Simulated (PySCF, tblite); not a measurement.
Calculations on `C1[C@@H](CCC1=S)[CH]N` [radical], in the order of a workflow; each names the level of the geometry that it ran on. Settings lines and outputs come from a driver script.

C₆H₁₀NS (doublet state).
SMILES with atom numbers: `[NH2:1][CH:2][C@@H:3]1[CH2:4][CH2:5][C:6](=[S:7])[CH2:8]1` (hydrogens: H9, H10 on N1; H11 on C2; H12 on C3; H13, H14 on C4; H15, H16 on C5; H17, H18 on C8)

Step 1: GFN2-xTB geometry optimisation, gas phase (tblite 0.8.0) (from a force-field or distance-geometry start)
```json
{"job": {"kind": "relax", "xc": "GFN2-xTB", "basis": "xTB"}, "charge": 0, "multiplicity": 2}
```
```
step      E/eV     max force
  0    -653.68712    2.515
  1    -653.86137    0.772
  2    -653.90196    0.420
...
 92    -654.00154    0.010
 93    -654.00156    0.012
 94    -654.00158    0.011
 95    -654.00160    0.010
 96    -654.00161    0.010
```

Energy lowered by 7.3 kcal/mol over 96 steps; largest atomic force 0.010 eV/Å at the end. «max force» is the largest atomic force in eV/Å.

Hardware: Arm Neoverse N1, one thread (shared host). Cost: 1.1 s.

Step 2: GFN2-xTB harmonic vibrations, gas phase (tblite 0.8.0) (on the GFN2-xTB geometry)
```json
{"job": {"kind": "ir", "xc": "GFN2-xTB", "basis": "xTB"}, "charge": 0, "multiplicity": 2}
```
```
(table of modes left out)
```

48 modes from 49 to 3480 cm⁻¹ (unscaled, harmonic); zero-point energy 92.3 kcal/mol; all wavenumbers are real at this level.

On an Arm Neoverse N1 with one thread, shared host, this took 1.1 s wall.

Step 3: UKS B3LYP, pcH-1 on C H N S, non-relativistic, mean-field spin-orbit, GIAO (PySCF 2.14.0) (on the GFN2-xTB geometry)
```json
{"job": {"kind": "epr", "basis": "pcH-1"}, "charge": 0, "multiplicity": 2}
```
```
...
E = -687.55991057 Eh   <S^2> = 0.7544 (exact 0.7500)
g shifts (ppm)      1          2          3
  rmc          -186       -186       -186
  gc             12         20         39
  oz_so        -298        757       1696
  total        -472        591       1549
hyperfine (MHz)  atom isotope    a_iso     a_fc   dipolar eigenvalues
    0   14N      22.49      22.53    -12.48    -11.80     24.29
    1   13C      69.51      69.59    -68.97    -68.32    137.28
    2   13C     -28.68     -28.69     -2.03     -0.83      2.86
    3   13C      48.63      48.64     -3.40     -3.31      6.70
    4   13C       2.88       2.88     -0.92     -0.40      1.31
    5   13C       4.36       4.39     -4.04     -2.24      6.29
    6   33S       1.78       1.79     -5.00     -2.41      7.41
    7   13C      62.41      62.44     -5.11     -4.54      9.65
    8    1H      13.74      13.73    -13.77     -5.92     19.69
    9    1H      -3.15      -3.17    -13.82     -5.70     19.52
   10    1H     -54.94     -54.96    -33.05      0.44     32.61
   11    1H       4.29       4.29     -4.39     -3.82      8.21
   12    1H      -3.32      -3.32     -3.65     -1.81      5.46
   13    1H      -1.34      -1.34     -3.91     -2.10      6.01
   14    1H      -2.73      -2.73     -1.15     -0.59      1.74
...
```

⟨S²⟩ 0.754; g_iso 2.0029. rmc, gc and oz_so are the mass-correction, gauge-correction and orbital-Zeeman/spin–orbit parts of the g shift along its three principal axes; a_iso is the isotropic hyperfine coupling and a_fc its Fermi-contact part. The log counts atoms from 0, this text from 1.

On one thread, Arm Neoverse N1 (aarch64), shared host with 64 logical CPUs at a one-minute load of 28, this took 3.3 min of wall time (grids of density and orbitals included) and 1.1 GiB of memory at its peak.

Geometry of the electronic-property runs (GFN2-xTB):
```
atom  x, y, z in Å
N1     2.775    0.795   -0.382
C2     1.755    0.139    0.264
C3     0.364    0.242   -0.174
C4    -0.654    0.621    0.923
C5    -2.011    0.213    0.342
C6    -1.695   -0.821   -0.699
S7    -2.746   -1.402   -1.800
C8    -0.241   -1.115   -0.663
H9     3.703    0.408   -0.300
H10    2.554    1.178   -1.288
H11    2.025   -0.470    1.108
H12    0.290    0.962   -0.996
H13   -0.604    1.679    1.171
H14   -0.434    0.046    1.824
H15   -2.683   -0.191    1.101
H16   -2.527    1.054   -0.126
H17   -0.023   -1.874    0.092
H18    0.144   -1.458   -1.623
```

 (This holds for the electronic-property runs.)

One conformer stands for the species.
